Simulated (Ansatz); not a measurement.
Basis sets compared for Al₇H. Charge 0, multiplicity 1. Geometry B3LYP-D4/def2-SVP. Ansatz on 4 threads of Arm Neoverse V1 on a shared host; times are rough, and most runs start from earlier orbitals.

```xyz
8

Al    1.068   -2.216    0.369
Al    0.566    0.293   -0.813
Al    0.752   -0.052    1.693
Al   -2.016    1.044   -0.321
Al    0.828   -2.020   -2.199
Al   -0.098    2.334    0.814
Al   -1.484   -0.894   -1.922
H     0.385    1.512    2.378
```

LC-ωPBE has ω = 0.4 bohr⁻¹. The restricted singlet is unstable towards broken spin symmetry in Hartree–Fock (as tested in another run); at PBE-D4/def2-SVP, PBE-D4/def2-TZVPD, PBE0-D4/def2-SVP, PBE0-D4/def2-TZVP and others this wasn't settled. The structure comes from a short search, and lower isomers may exist.

Binding counts from free atoms (Al doublet, H doublet) in the same basis, without a counterpoise term.

```json
{"level": "PBE-D4/def2-SVP", "functions": "131", "energy (Eh)": "-1696.1402", "HOMO (eV)": "-4.62", "LUMO (eV)": "-3.57", "binding per atom (eV)": "2.21", "wall time": "1.9 s"}
{"level": "PBE-D4/def2-TZVP", "functions": "265", "energy (Eh)": "-1696.7419", "HOMO (eV)": "-4.50", "LUMO (eV)": "-3.48", "binding per atom (eV)": "2.21", "wall time": "4.6 s"}
{"level": "PBE0-D4/def2-SVP", "functions": "131", "energy (Eh)": "-1696.2735", "HOMO (eV)": "-5.25", "LUMO (eV)": "-3.13", "binding per atom (eV)": "2.12", "wall time": "2.9 s"}
{"level": "PBE0-D4/def2-TZVP", "functions": "265", "energy (Eh)": "-1696.8665", "HOMO (eV)": "-5.11", "LUMO (eV)": "-3.01", "binding per atom (eV)": "2.12", "wall time": "10 s"}
{"level": "LC-ωPBE/def2-TZVP", "functions": "265", "energy (Eh)": "-1696.9399", "HOMO (eV)": "-6.89", "LUMO (eV)": "-1.65", "binding per atom (eV)": "1.88", "wall time": "7 s"}
```

Estimate the rows for PBE-D4/def2-TZVPD, PBE0-D4/def2-TZVPD, LC-ωPBE/def2-TZVPD.


```csv
level,functions,energy (Eh),HOMO (eV),LUMO (eV),binding per atom (eV),wall time
PBE-D4/def2-TZVPD,310,-1696.7429,-4.49,-3.47,2.21,7 s
PBE0-D4/def2-TZVPD,310,-1696.8676,-5.09,-3.00,2.12,12 s
LC-ωPBE/def2-TZVPD,310,-1696.9415,-6.87,-1.63,1.89,9.5 s
```
